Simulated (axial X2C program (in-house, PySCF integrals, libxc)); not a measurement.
**Low determinants of Gd**

Computed with an in-house all-electron X2C program for linear molecules (integrals from PySCF), basis dyall-cv3z (cores contracted in-house), spin-free (one-electron X2C) and two-component (2c, atomic mean-field Coulomb and Gaunt terms). Energies in eV from the lowest row of each column (rows without correlated energies are left out; n/a marks j-coupled starts, which PBE0 does not hold); electrons by l are Mulliken totals of the Hartree–Fock solution, and PBE0 can relax to another configuration under the same block occupation. Coupled cluster uses truncated natural virtuals with an MP2 remainder. Frozen shells in the correlated columns: 4 s, 3 p, 2 d.

Spin-free determinants:

```json
{"electrons by l": "s11.9 p24 d21.1 f7", "M_S, M_L": "4, 2", "HF": "0.00", "MP2": "0.01", "CCSD(T)": "0.00", "PBE0": "0.07"}
{"electrons by l": "s12 p24 d21 f7", "M_S, M_L": "4, 1", "HF": "0.07", "MP2": "0.01", "CCSD(T)": "0.00", "PBE0": "0.05"}
{"electrons by l": "s12 p24 d21 f7", "M_S, M_L": "4, 0", "HF": "0.01", "MP2": "0.00", "CCSD(T)": "0.01", "PBE0": "0.00"}
{"electrons by l": "s11 p24 d22 f7", "M_S, M_L": "5, 2", "HF": "0.19", "MP2": "0.68", "CCSD(T)": "0.84", "PBE0": "0.46"}
{"electrons by l": "s11 p24 d22 f7", "M_S, M_L": "5, 3", "HF": "0.22", "MP2": "0.66", "CCSD(T)": "0.84", "PBE0": "0.58"}
{"electrons by l": "s11 p24 d22 f7", "M_S, M_L": "5, 0", "HF": "0.34", "MP2": "0.81", "CCSD(T)": "0.94", "PBE0": "0.46"}
```

Two-component determinants:

```csv
electrons by l,2M_J,HF,MP2,CCSD(T),PBE0
s11.8 p24 d21.1 f7,4,0.00,0.00,0.00,0.00
s12 p24 d21 f7,6,0.12,0.04,0.04,0.04
s12 p24 d21 f7,8,0.10,0.07,0.08,0.03
s11.9 p24 d21.1 f7,10,0.17,0.18,0.15,0.14
s11.9 p24 d21.1 f7,12,0.18,0.21,0.19,0.21
s11 p24 d22 f7,4,0.23,0.60,0.80,n/a
s11 p24 d22 f7,6,0.23,0.67,0.85,0.40
s11 p24 d22 f7,14,0.35,0.85,1.01,0.58
```

Ground level as tabulated from the NIST Atomic Spectra Database (leading term): 2S+1 = 9, L = 2, J = 2.

Spin-free rows of one term, and 2c rows of one J level, should be degenerate; broken spherical symmetry, the missing current term of PBE0 and determinants that mix terms or J levels spread them. The search is wide but not exhaustive and can miss a configuration; gaps between s and d configurations can be off by some tenths of an eV with this basis and core.

The run took 8.7 min on 1 thread of Arm Neoverse V2 (shared host).
